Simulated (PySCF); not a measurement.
PySCF input (HF/def2-TZVPD):

```python
from pyscf import gto, scf, dft

mol = gto.M(
    atom='''
    O    -0.18914202    0.27779789   -0.65357083
    Sn   -1.49596526   -1.05874343   -0.00980476
    H    -2.90090272   -0.72392211   -0.97759828
    H    -1.79973772   -0.66398593    1.66524667
    Sn    1.50461156    0.97291431    0.08479178
    H     1.44914418    2.66041891   -0.17501488
    H     2.77278973    0.22331595   -0.78534285
    H     1.55952768    0.57324655    1.75192447
    ''',
    basis='def2-tzvpd',
    ecp='def2-tzvp',
    charge=0,
    spin=1,
    verbose=4,
)

mf = scf.UHF(mol).density_fit(auxbasis='def2-universal-jkfit')
mf.conv_tol = 1e-9
mf.max_cycle = 100
mf.max_memory = 1500
mf.kernel()
if not mf.converged:
    mf = mf.newton()
    mf.kernel(mf.make_rdm1())
for _ in range(2):
    mo, _, stable, _ = mf.stability(return_status=True)
    if stable:
        break
    mf.kernel(mf.make_rdm1(mo, mf.mo_occ))
mf.analyze()
```

Output:

```
ECP def2-tzvp not found for  H
ECP def2-tzvp not found for  O
PySCF version 2.14.0

[INPUT] verbose = 4
[INPUT] num. atoms = 8
[INPUT] num. electrons = 57
[INPUT] charge = 0
[INPUT] spin (= nelec alpha-beta = 2S) = 1
[INPUT] symmetry False subgroup None
[INPUT] Mole.unit = angstrom
[INPUT] Symbol           X                Y                Z      unit          X                Y                Z       unit  Magmom
[INPUT]  1 O     -0.189142020000   0.277797890000  -0.653570830000 AA   -0.357426616447   0.524961930082  -1.235069871705 Bohr   0.0
[INPUT]  2 Sn    -1.495965260000  -1.058743430000  -0.009804760000 AA   -2.826964633264  -2.000735118883  -0.018528311117 Bohr   0.0
[INPUT]  3 H     -2.900902720000  -0.723922110000  -0.977598280000 AA   -5.481911654806  -1.368014523417  -1.847393009046 Bohr   0.0
[INPUT]  4 H     -1.799737720000  -0.663985930000   1.665246670000 AA   -3.401011386849  -1.254751558265   3.146860136144 Bohr   0.0
[INPUT]  5 Sn     1.504611560000   0.972914310000   0.084791780000 AA    2.843303772255   1.838541588570   0.160233241814 Bohr   0.0
[INPUT]  6 H      1.449144180000   2.660418910000  -0.175014880000 AA    2.738485615207   5.027463116514  -0.330730190924 Bohr   0.0
[INPUT]  7 H      2.772789730000   0.223315950000  -0.785342850000 AA    5.239813190707   0.422005984747  -1.484082900385 Bohr   0.0
[INPUT]  8 H      1.559527680000   0.573246550000   1.751924470000 AA    2.947080198878   1.083278981352   3.310657439224 Bohr   0.0

nuclear repulsion = 220.586492404203
number of shells = 75
number of NR pGTOs = 304
number of NR cGTOs = 197
basis = def2-tzvpd
ecp = def2-tzvp

******** <class 'pyscf.df.df_jk.DFUHF'> ********
method = DFUHF
initial guess = minao
damping factor = 0
level_shift factor = 0
DIIS = <class 'pyscf.scf.diis.CDIIS'>
diis_start_cycle = 1
diis_space = 8
diis_damp = 0
SCF conv_tol = 1e-09
SCF conv_tol_grad = None
SCF max_cycles = 100
direct_scf = False
number electrons alpha = 29  beta = 28
Set gradient conv threshold to 3.16228e-05
******** <class 'pyscf.df.df.DF'> ********
auxbasis = def2-universal-jkfit
init E= -428.756508730003
  alpha nocc = 29  HOMO = -0.774903168748573  LUMO = -0.637534499377875
  beta  nocc = 28  HOMO = -0.927323053275767  LUMO = -0.774903168748576

WARN: HOMO -0.774903168748573 >= LUMO -0.774903168748576

cycle= 1 E= -503.239581368814  delta_E= -74.5  |g|= 2.13  |ddm|= 32.7
  alpha nocc = 29  HOMO = -0.0818095449172347  LUMO = 0.0672719946368117
  beta  nocc = 28  HOMO = -0.100148237405825  LUMO = 0.0488029224229642
  HOMO = -0.0818095449172  LUMO = 0.048802922423  gap/eV = 3.55415
cycle= 2 E= -504.0781426698  delta_E= -0.839  |g|= 1.16  |ddm|= 4.61
  alpha nocc = 29  HOMO = -0.302632416205025  LUMO = 0.0493428561183907
  beta  nocc = 28  HOMO = -0.406532411080146  LUMO = -0.00559893702607539
  HOMO = -0.302632416205  LUMO = -0.00559893702608  gap/eV = 8.08269
cycle= 3 E= -504.446796183973  delta_E= -0.369  |g|= 0.283  |ddm|= 1.17
[...]
  beta  nocc = 28  HOMO = -0.411070471960637  LUMO = 0.0085465955243933
  HOMO = -0.323577890463  LUMO = 0.00854659552439  gap/eV = 9.03757
Extra cycle  E= -504.477708404916  delta_E= -1.33e-10  |g|= 6.33e-06  |ddm|= 1.87e-05
converged SCF energy = -504.477708404916  <S^2> = 0.75799256  2S+1 = 2.0079766
uhf_internal: lowest eigs of H = [0.26423767 0.2973453  0.31823407]
<class 'pyscf.df.df_jk.DFUHF'> wavefunction is stable in the internal stability analysis
**** SCF Summaries ****
Total Energy =                        -504.477708404916484
Nuclear Repulsion Energy =             220.586492404202630
One-electron Energy =                -1299.581131646542417
Two-electron Energy =                  574.516930837423274
Two-electron Coulomb Energy =          618.866363170056047
DFT Exchange-Correlation Energy =      -44.349432332632773
HOMO-LUMO gap [eV] =                     9.037567594885427
**** MO energy ****
                             alpha | beta                alpha | beta
MO #1   energy= -20.5192325735441  | -20.5147617409205  occ= 1 | 1
MO #2   energy= -5.86849244486242  | -5.86637421508462  occ= 1 | 1
MO #3   energy= -5.86632895614209  | -5.86402061497107  occ= 1 | 1
MO #4   energy= -4.06112804854293  | -4.05668385997632  occ= 1 | 1
MO #5   energy= -4.05658668880681  | -4.05614325820648  occ= 1 | 1
MO #6   energy= -4.05613244752651  | -4.05587319667635  occ= 1 | 1
MO #7   energy= -4.05587292589329  | -4.05520133737362  occ= 1 | 1
MO #8   energy= -4.05511263809614  | -4.05471640797863  occ= 1 | 1
MO #9   energy= -4.05415288166025  | -4.05195580220917  occ= 1 | 1
MO #10  energy= -1.35731299078063  | -1.3538598505416   occ= 1 | 1
MO #11  energy= -1.32985614973961  | -1.32831175137566  occ= 1 | 1
MO #12  energy= -1.32623475791207  | -1.32619350344207  occ= 1 | 1
MO #13  energy= -1.3261142436519   | -1.32608927459795  occ= 1 | 1
MO #14  energy= -1.32588473243476  | -1.32296063790252  occ= 1 | 1
MO #15  energy= -1.32530171388161  | -1.32003226131353  occ= 1 | 1
MO #16  energy= -1.32064113432942  | -1.31988612606099  occ= 1 | 1
MO #17  energy= -1.32029518618563  | -1.31904058278693  occ= 1 | 1
MO #18  energy= -1.31982334656994  | -1.31737431167536  occ= 1 | 1
MO #19  energy= -1.31950378612956  | -1.31719961958121  occ= 1 | 1
MO #20  energy= -1.19899270780764  | -1.18743057747962  occ= 1 | 1
MO #21  energy= -0.686380182601884 | -0.676560208969715 occ= 1 | 1
MO #22  energy= -0.637252393891789 | -0.607226503482931 occ= 1 | 1
MO #23  energy= -0.508777269672767 | -0.495009399775887 occ= 1 | 1
MO #24  energy= -0.501718128479041 | -0.484336604889942 occ= 1 | 1
MO #25  energy= -0.488666263157215 | -0.478018880426971 occ= 1 | 1
MO #26  energy= -0.447706794173068 | -0.436126898463292 occ= 1 | 1
MO #27  energy= -0.437032072673694 | -0.423769974589604 occ= 1 | 1
MO #28  energy= -0.426948960102387 | -0.411070471960637 occ= 1 | 1
MO #29  energy= -0.323577890462573 | 0.0085465955243933 occ= 1 | 0
MO #30  energy= 0.0496698234101069 | 0.0517195647682666 occ= 0 | 0
MO #31  energy= 0.0521678744246094 | 0.0588796788696552 occ= 0 | 0
MO #32  energy= 0.0615512160925451 | 0.0650643325502365 occ= 0 | 0
MO #33  energy= 0.082888336883483  | 0.0919112312830937 occ= 0 | 0
MO #34  energy= 0.0958295724337633 | 0.0970734045795878 occ= 0 | 0
MO #35  energy= 0.0976180818172381 | 0.101517492658059  occ= 0 | 0
MO #36  energy= 0.10792450349179   | 0.110051619502087  occ= 0 | 0
MO #37  energy= 0.112303094296592  | 0.11763308058495   occ= 0 | 0
MO #38  energy= 0.11877265427392   | 0.121106334629375  occ= 0 | 0
MO #39  energy= 0.123162496056501  | 0.125586788047086  occ= 0 | 0
MO #40  energy= 0.126187297796985  | 0.129465541553364  occ= 0 | 0
MO #41  energy= 0.127813232091624  | 0.134120992841756  occ= 0 | 0
MO #42  energy= 0.13160954005576   | 0.135484452401656  occ= 0 | 0
MO #43  energy= 0.136056559831232  | 0.146614073646452  occ= 0 | 0
MO #44  energy= 0.156538421536865  | 0.162442650797834  occ= 0 | 0
MO #45  energy= 0.178718478402208  | 0.182692786038914  occ= 0 | 0
MO #46  energy= 0.188447726775801  | 0.191877854825358  occ= 0 | 0
MO #47  energy= 0.193775545674805  | 0.202777222657486  occ= 0 | 0
MO #48  energy= 0.20457271333067   | 0.209091356665096  occ= 0 | 0
MO #49  energy= 0.210272729958051  | 0.214450560970746  occ= 0 | 0
MO #50  energy= 0.215138834814599  | 0.224821458735226  occ= 0 | 0
MO #51  energy= 0.23251485399983   | 0.238153521931017  occ= 0 | 0
MO #52  energy= 0.238854706240655  | 0.239783490694607  occ= 0 | 0
MO #53  energy= 0.249438558154904  | 0.258863698780571  occ= 0 | 0
MO #54  energy= 0.258484053858323  | 0.259731683281897  occ= 0 | 0
MO #55  energy= 0.260539276568693  | 0.267572340251433  occ= 0 | 0
MO #56  energy= 0.27480337599566   | 0.276416136526843  occ= 0 | 0
MO #57  energy= 0.289632857099836  | 0.296329553552339  occ= 0 | 0
MO #58  energy= 0.300354850289072  | 0.304665092957153  occ= 0 | 0
MO #59  energy= 0.311683620202282  | 0.315407418255969  occ= 0 | 0
MO #60  energy= 0.322080231631746  | 0.330134662278794  occ= 0 | 0
MO #61  energy= 0.32761976305818   | 0.333073087406974  occ= 0 | 0
MO #62  energy= 0.334134476279112  | 0.33783571768776   occ= 0 | 0
MO #63  energy= 0.347055394674485  | 0.348938567916094  occ= 0 | 0
MO #64  energy= 0.361390788021085  | 0.366146218825408  occ= 0 | 0
MO #65  energy= 0.365224834253167  | 0.377199394364227  occ= 0 | 0
MO #66  energy= 0.377076904847374  | 0.378749994793529  occ= 0 | 0
MO #67  energy= 0.382446461273741  | 0.3859061793883    occ= 0 | 0
MO #68  energy= 0.401044494318925  | 0.403077771159142  occ= 0 | 0
MO #69  energy= 0.411102604390782  | 0.422428193885912  occ= 0 | 0
MO #70  energy= 0.420025404029656  | 0.424827002327273  occ= 0 | 0
MO #71  energy= 0.4379398781289    | 0.441461639544279  occ= 0 | 0
MO #72  energy= 0.450732970155678  | 0.458259043104161  occ= 0 | 0
MO #73  energy= 0.455068275336732  | 0.461764735684308  occ= 0 | 0
MO #74  energy= 0.471853064309013  | 0.474669079250274  occ= 0 | 0
MO #75  energy= 0.478989864664341  | 0.491696532662245  occ= 0 | 0
MO #76  energy= 0.497771644225744  | 0.503987129895868  occ= 0 | 0
MO #77  energy= 0.502185398199596  | 0.513212839721425  occ= 0 | 0
MO #78  energy= 0.516909974375596  | 0.520294544512876  occ= 0 | 0
MO #79  energy= 0.524157728649771  | 0.530482740751952  occ= 0 | 0
MO #80  energy= 0.542573815887972  | 0.545399214084854  occ= 0 | 0
MO #81  energy= 0.546379236426896  | 0.551391219091807  occ= 0 | 0
MO #82  energy= 0.554779641719716  | 0.559708317396637  occ= 0 | 0
MO #83  energy= 0.564626849791887  | 0.567479926479213  occ= 0 | 0
MO #84  energy= 0.576493559690387  | 0.578199163111413  occ= 0 | 0
MO #85  energy= 0.592925835162238  | 0.599066999132676  occ= 0 | 0
MO #86  energy= 0.60172218262263   | 0.606121121975413  occ= 0 | 0
MO #87  energy= 0.620606885961421  | 0.62936326469972   occ= 0 | 0
MO #88  energy= 0.641252674200615  | 0.65197863329556   occ= 0 | 0
MO #89  energy= 0.669584342052381  | 0.675259370930018  occ= 0 | 0
MO #90  energy= 0.694216796582285  | 0.699568374625652  occ= 0 | 0
MO #91  energy= 0.737078784697472  | 0.740417962952463  occ= 0 | 0
MO #92  energy= 0.756836227993923  | 0.763934993947483  occ= 0 | 0
MO #93  energy= 0.791460120933763  | 0.794146197239886  occ= 0 | 0
MO #94  energy= 0.848968177566391  | 0.859982870418548  occ= 0 | 0
MO #95  energy= 0.902271252066907  | 0.905948052079065  occ= 0 | 0
MO #96  energy= 0.934409211757586  | 0.940721189116819  occ= 0 | 0
MO #97  energy= 0.960190219035369  | 0.961113478906641  occ= 0 | 0
MO #98  energy= 0.967036270202273  | 0.981180313823499  occ= 0 | 0
MO #99  energy= 0.974721162947883  | 0.985715757649095  occ= 0 | 0
MO #100 energy= 1.01404755820416   | 1.02268736316339   occ= 0 | 0
MO #101 energy= 1.02186489570316   | 1.03261596879022   occ= 0 | 0
MO #102 energy= 1.0469579429337    | 1.06071303499876   occ= 0 | 0
MO #103 energy= 1.06086828522926   | 1.06794993179262   occ= 0 | 0
MO #104 energy= 1.08985832601718   | 1.09484356921963   occ= 0 | 0
[...]
```

It need not be the lowest isomer of its formula.
